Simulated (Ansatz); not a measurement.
Sn10O4H16. Total charge 0; triplet. Geometry PBE-D4/def2-SVP, that of the neutral singlet; atoms count from 1.

```xyz
30

Sn   -0.5809   -2.9307   -0.4530
Sn    2.3856    0.8524   -0.9503
Sn   -0.0038    0.1448    2.8435
Sn   -2.3418    2.1394   -1.5175
Sn   -0.3994   -2.6163    2.3500
Sn    2.6028    0.7625    1.8825
Sn    1.3725   -1.5881   -1.9976
Sn   -2.8233   -1.7294   -1.6875
Sn    0.4949    2.7478   -1.8671
Sn   -2.1299    1.1230    1.1969
O     4.1988    1.1341   -1.8474
O    -0.1595    0.1762    4.8828
O    -1.8871    3.2096    0.6824
O    -2.0692    0.0229   -2.5794
H    -0.7327   -4.5919   -0.9665
H     4.7813    0.3676   -1.6748
H    -0.2278    1.1031    5.1866
H    -0.9874    3.5725    0.8106
H     0.8972   -3.6688    2.8282
H    -1.8664   -3.2607    3.0196
H     3.8193   -0.3252    2.4913
H     3.0453    2.3506    2.4429
H     2.5360   -2.7394   -2.5871
H     0.4580   -1.1243   -3.4329
H    -1.2044   -0.1663   -3.0089
H    -3.4471   -2.5629   -3.0838
H     1.0429    3.1034   -3.4853
H     0.8544    4.1994   -0.9528
H    -4.1497   -1.0082   -0.8367
H    -3.4785    1.3027    2.3114
```

In the def2 sets Sn takes a core potential; there is no spin–orbit coupling. Single mean-field runs in def2-TZVP are fitted with def2-universal-jkfit. At PBE0-D4/def2-TZVP a singlet of charge 0 lies 2.04 eV below the triplet at the same geometry.

(1) Estimate the Mulliken populations of the heavy atoms from the PBE0/def2-TZVP orbitals of Ansatz.

(2) Where does the spin sit?

(3) And the Mayer bond orders between bonded heavy atoms (over 0.3)?

Results:

(1) 
```tsv
atom	charge (e)	spin (α − β)
Sn1	0.05	0.00
Sn2	0.45	0.07
Sn3	0.34	0.24
Sn4	0.34	0.72
Sn5	0.05	0.01
Sn6	-0.03	0.11
Sn7	-0.01	0.00
Sn8	0.44	0.00
Sn9	-0.03	0.07
Sn10	0.27	0.53
O11	-0.66	0.01
O12	-0.65	0.10
O13	-0.68	0.04
O14	-0.72	0.01
```
Mulliken values and Mayer orders depend strongly on the basis.

(2) Summed by element: Sn 1.76, O 0.16, H 0.09, of 2 unpaired in all. Largest on single atoms: Sn4 0.72, Sn10 0.53, Sn3 0.24.

(3) Sn1–Sn5 0.84 (2.83 Å); Sn1–Sn7 0.84 (2.83 Å); Sn1–Sn8 0.84 (2.83 Å); Sn2–Sn6 0.80 (2.84 Å); Sn2–Sn7 0.80 (2.84 Å); Sn2–Sn9 0.79 (2.83 Å); Sn2–O11 0.89 (2.04 Å); Sn3–Sn5 0.83 (2.83 Å); Sn3–Sn6 0.76 (2.85 Å); Sn3–Sn10 0.75 (2.86 Å); Sn3–O12 0.89 (2.05 Å); Sn4–Sn9 0.81 (2.92 Å); Sn4–Sn10 0.60 (2.91 Å); Sn8–O14 0.61 (2.11 Å); Sn10–O13 0.57 (2.16 Å).
